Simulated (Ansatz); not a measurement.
`[CH3][GeH]([F])[Cl]` + H₂O → `[CH3][GeH]([OH])[Cl]` + H–F at 500 K and 1 bar (formal hydrolysis of a Ge–F bond).

Isolated molecules relaxed with PBE0-D4/def2-TZVP in Ansatz; ΔE leaves out vibrations. CBS: MP2 limit from def2 TZ/QZ plus the TZ coupled-cluster correction, frozen cores. This one scheme is used for every species. For Ge outer-core shells are correlated without core-valence functions, which leaves a few kJ/mol of doubt a bond. Scalar relativity is left out up to krypton. Each species was taken in one conformer, which may not be the lowest.

```
               species  CCSD(T)/CBS energy (Eh)  H − E (kJ/mol)  S (J/(mol·K))
 `[CH3][GeH]([F])[Cl]`              -2676.23424           167.2          389.3
                   H₂O                -76.37941            73.2          206.3
`[CH3][GeH]([OH])[Cl]`              -2652.20691           201.0          404.9
                   H–F               -100.39570            39.4          188.7
```

H − E and S are ideal-gas, rigid-rotor, harmonic terms from PBE0-D4/def2-TZVP, for one conformer and one mirror image of each species. 1 Eh = 2625.50 kJ/mol, R = 8.31446 J/(mol·K).

Question: By hand: ΔE, ΔH, ΔS and ΔG.

Answer: ΔE = (-2652.20691) + (-100.39570) − (-2676.23424) − (-76.37941) = 0.01104 Eh = 29.0 kJ/mol. Δ(H − E) = 201.0 + 39.4 − 167.2 − 73.2 = 0.0, so ΔH = 29.0 kJ/mol. ΔS = 404.9 + 188.7 − 389.3 − 206.3 = -2.0 J/(mol·K). ΔG = 29.0 − 500 × (-2.0)/1000 = 30.0 kJ/mol.

Question: By hand: the equilibrium constant, and the temperature at which ΔG would vanish if ΔH and ΔS stayed fixed.

Answer: log₁₀ K = −ΔG/(RT ln 10) = -3.1. ΔH and −TΔS have one sign here, so there is no such temperature. One of them is within its doubt of zero, so this could turn.

The number of gas molecules stays the same, so ΔS is small and ΔH decides. A doubt of 5 kJ/mol in ΔE shifts log₁₀ K by 0.5 here. Other conformers and mirror images would add mixing entropy, several J/(mol·K) or more a flexible species. These are equilibria of isolated gas molecules and say nothing of rates. Largest T1 diagnostic: 0.011 (customary marks: 0.02 for closed shells, 0.045 for open ones).
